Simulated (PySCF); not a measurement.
**Gallium: a sound run and one with changed settings**

Sound run: Ga [Ar] 3d10 4s2 4p1, Ga⁺ [Ar] 3d10 4s2. All numbers are calculated (PySCF 2.14, the non-relativistic Hamiltonian (point nucleus), in def2-SVP (5s4p3d, 32 functions)). The sound run starts from symmetry-adapted Hartree-Fock orbitals and uses a fine grid where one is needed.

A second run was set up differently.

| species | method | sound run (hartree) | changed run (hartree) | converged |
| --- | --- | --- | --- | --- |
| Ga | UHF | -1922.97414 | -1922.97414 | yes |
| Ga | BP86 | -1924.82254 | -1924.82228 | yes |
| Ga | B3LYP | -1924.61350 | -1924.61337 | yes |
| Ga⁺ | UHF | -1922.77019 | -1922.77019 | yes |
| Ga⁺ | BP86 | -1924.59756 | -1924.59756 | yes |
| Ga⁺ | B3LYP | -1924.39200 | -1924.39200 | yes |

Ionisation energy of Ga:

```tsv
method	sound run (eV)	changed run (eV)
UHF	5.550	5.550
BP86	6.122	6.115
B3LYP	6.027	6.024
```

Problem. What was changed?
A. angular grid far too coarse
B. a valence shell is frozen
C. minimal basis
D. basis contracted for another Hamiltonian

Solution. A. It used 14 angular points. A coarse angular grid integrates products of high-l functions wrongly, so density functionals can shift, and the SCF can exploit the error; Hartree-Fock and MP2 need no grid.
